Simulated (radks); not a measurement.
Pt, configuration [Xe] 4f14 5d9 6s1 (the NIST ground configuration). All-electron calculation, scalar-relativistic Kohn-Sham, BLYP, spin-polarised, spherical densities, finite nucleus; open shells are filled with parallel spins first (spin-orbit coupling, left out, can overturn this in heavy ions); Fermi nuclear charge, rms radius 5.427 fm. Program: a radial shooting solver on a logarithmic mesh with Libxc functionals.

Radial electron density D(r) = 4 pi r^2 rho(r):

```
   r/bohr * D(r) (the largest magnitude, 146, reaches the edge; | marks zero)
 0.002538 |            *
 0.002979 |               *
 0.003468 |                  *
 0.004037 |                      *
   0.0047 |                         *
 0.005471 |                             *
  0.00637 |                                *
 0.007475 |                                    *
 0.008702 |                                      *
  0.01013 |                                       *
  0.01179 |                                        *
  0.01373 |                                       *
  0.01598 |                                      *
  0.01861 |                                    *
  0.02184 |                                   *
  0.02542 |                                    *
  0.02959 |                                       *
  0.03445 |                                           *
  0.04011 |                                                 *
  0.04669 |                                                     *
  0.05479 |                                                      *
  0.06379 |                                                   *
  0.07426 |                                               *
  0.08645 |                                          *
   0.1006 |                                          *
   0.1172 |                                             *
   0.1375 |                                                 *
   0.1601 |                                                 *
   0.1863 |                                           *
   0.2169 |                                 *
   0.2525 |                           *
    0.294 |                           *
    0.345 |                               *
   0.4016 |                                *
   0.4676 |                           *
   0.5443 |                    *
   0.6337 |             *
   0.7377 |         *
   0.8588 |       *
    1.008 |      *
    1.173 |     *
    1.366 |   *
     1.59 |  *
    1.851 | *
    2.155 |*
    2.529 |*
    2.944 *
    3.427 *
     3.99 *
    4.645 *
    5.407 *
    6.346 *
    7.387 *
      8.6 *
    10.01 *
```

D(r) has 4 maxima, at r = 0.0114, 0.0531, 0.147, 0.383 bohr, and minima at 0.0222, 0.0952, 0.271 bohr, inside which lie 1.89, 11.07, 29.98 electrons.
